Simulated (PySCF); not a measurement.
**Levels of Ti³⁺ from EOM-EA-GCCSD**

Reference: closed-shell Ti⁴⁺, [Ar]; one electron is added. Calculated with PySCF 2.14, two-component X2C-1e with screened spin-orbit coupling, x2c-TZVPPall-2c with one added diffuse shell each of s, p, d, f type (7s8p5d3f1g, 86 functions); frozen 1s2; of the others 110 kept and the rest restored at second order. No Breit or QED terms. Binding energies in eV.

```csv
level,Koopmans
3d3/2,41.365
3d5/2,41.320
4s1/2,31.992
4p1/2,26.747
4p3/2,26.648
4d3/2,18.302
```

How does correlation move these levels?

3d3/2: second order 42.750, EOM-CCSD 42.695; 3d5/2: second order 42.700, EOM-CCSD 42.644; 4s1/2: second order 32.709, EOM-CCSD 32.684; 4p1/2: second order 27.324, EOM-CCSD 27.320; 4p3/2: second order 27.218, EOM-CCSD 27.214; 4d3/2: second order 18.684, EOM-CCSD 18.711.

For comparison, the ionisation energy of Ti³⁺ is 43.267 eV (measured; NIST Atomic Spectra Database, ionization energies).

The screened spin-orbit operator tends to give fine-structure splittings of light species too large.

Gaps of this size point to the basis (7s8p5d3f1g), which has few functions of high l to correlate and polarise the inner shells.

The highest levels are limited by the diffuse functions of the basis.
